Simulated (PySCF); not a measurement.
**Telling isomers of C₆H₄FN apart by NMR**

Calculated, not measured (PySCF): structure optimised with GFN2-xTB, σ from GIAO-PBE0/pcSseg-1. No relativistic terms, one computed conformer, one averaged value for each set of equivalent atoms, in vacuum.

δ = σ(ref) − σ, references computed at the same level: ¹H (σref 31.72), ¹³C (σref 186.93) vs TMS. Splittings of carbon signals by F and P are missing where no couplings were computed. Where no couplings were computed, multiplicities follow the n + 1 count of equivalent neighbours, and m marks all less simple cases (inequivalent or close neighbours, rings, F or P nearby). Shifts are as computed. Against solution values, carbons near 30 ppm lie about +3 ppm off and those near 130 ppm about +5 ppm. Of 1211 compounds with measured shifts, 218 miss one by over three times the rms of a fit or turn the order of signals round; such compounds aren't used in these exercises.

(1) Tabulate the signals of `N#CC1=CCC=C1F`, `C#CC(=C)[C@@H](F)C#N` and their relative energies.

(2) What is the quickest way to tell N#CC1=CCC=C1F from C#CC(=C)[C@@H](F)C#N?

## Answers

(1) 
```json
{"SMILES": "N#CC1=CCC=C1F", "carbon types": "3×C 2×CH 1×CH2", "δC": "171.2, 158.4, 120.8, 117.4, 114.9, 40.1", "δH": "7.34 (m, 1H), 5.95 (m, 1H), 3.25 (m, 2H)", "E rel. (kcal/mol)": "0.0"}
{"SMILES": "C#CC(=C)[C@@H](F)C#N", "carbon types": "3×C 2×CH 1×CH2", "δC": "134.7, 131.2, 119.2, 93.4, 82.5, 82.0", "δH": "6.46 (m, 1H), 6.42 (m, 1H), 5.56 (m, 1H), 2.92 (s, 1H)", "E rel. (kcal/mol)": "46.7"}
```

Energies are electronic energies at PBE0/pcSseg-1 on these geometries, without zero-point or thermal terms, each for the one conformer computed, which needn't be the lowest.

(2) Both give the same number of carbon signals, with the same numbers of each carbon type, so the positions decide. The first has an alkene CH at 158.4 ppm, the second a terminal =CH2 carbon at 134.7 ppm. Their most deshielded carbons lie at 171.2 and 134.7 ppm. In the proton spectra the most deshielded non-exchanging signals are 7.34 (m, 1H) and 6.46 (m, 1H).
